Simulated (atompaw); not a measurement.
Before and after: PAW (atompaw) potential for germanium

```
Element                 : germanium
Generator               : atompaw 4.2.0.5
Type                    : PAW
Functional              : PBE
Relativity              : scalar-relativistic
Frozen core             : [Ar] 3d10
Valence charge          : 4
Reference configuration : 4s1.75 4p2.25
Partial waves           : 4s (bound): rc 1.55 bohr; 4s channel at 1.65 Ry: rc 1.55 bohr; 4p (bound): rc 1.55 bohr; 4p channel at 3.8 Ry: rc 1.55 bohr; 4d channel at 0.4 Ry: rc 1.55 bohr
Local potential         : troulliermartins scheme with l = 3 at 0 Ry, radius 1.25 bohr
Core correction         : smooth core density matched at 1.20 bohr
Augmentation charge     : sinc compensation charge, radius 1.45 bohr; PAW radius 1.55 bohr; waves and projectors: custom rrkj gramschmidtortho
```

Change: local potential troulliermartins scheme with l = 3 at 0 Ry, radius 1.52 bohr.

Cutoffs: the cutoffs (Ry, on a coarse ladder) from which the occupation-weighted sum of valence levels, in a spherical-Bessel basis at the reference potential, stays within 10 and 1 mRy of its value at 400 Ry; they do not see the model core or the augmentation charge, which bear on the density cutoff.

Question: What does the change do?

Answer: The potential gets softer (25 Ry and 55 Ry → 15 Ry and 25 Ry); the bound ghost in p, s disappears; the range in which the p phases agree narrows (upper end at the end of the scan → 1.6). A state that the projectors do not describe sees the local part alone, so a deeper or shallower local part can create or remove a ghost.

```csv
quantity,base,changed
"cutoff, loose",25 Ry,15 Ry
"cutoff, tight",55 Ry,25 Ry
loose cutoff by channel (10 mRy a level),"s 10 Ry, p 6 Ry","s 12 Ry, p 6 Ry"
bound ghosts,"s, p",none
s: phases at 1.55 bohr within 0.05 rad from the reference energy up to (Ry; the scan ends near 5),to the end of the scan,to the end of the scan
p: phases at 1.55 bohr within 0.05 rad from the reference energy up to (Ry; the scan ends near 5),to the end of the scan,1.6
d: phases at 1.55 bohr within 0.05 rad from the reference energy up to (Ry; the scan ends near 5),0.9,0.9
lowest overlap eigenvalue by channel,"s 0.45, p 0.63, d 1.00","s 0.50, p 0.64, d 1.00"
```

 A true bound ghost makes a file unfit for plane-wave use even where its test errors are small: the radial tests pick states by their node count and pass the ghost by. The cutoffs see the waves, projectors and local potential, not the compensation charge or the core.
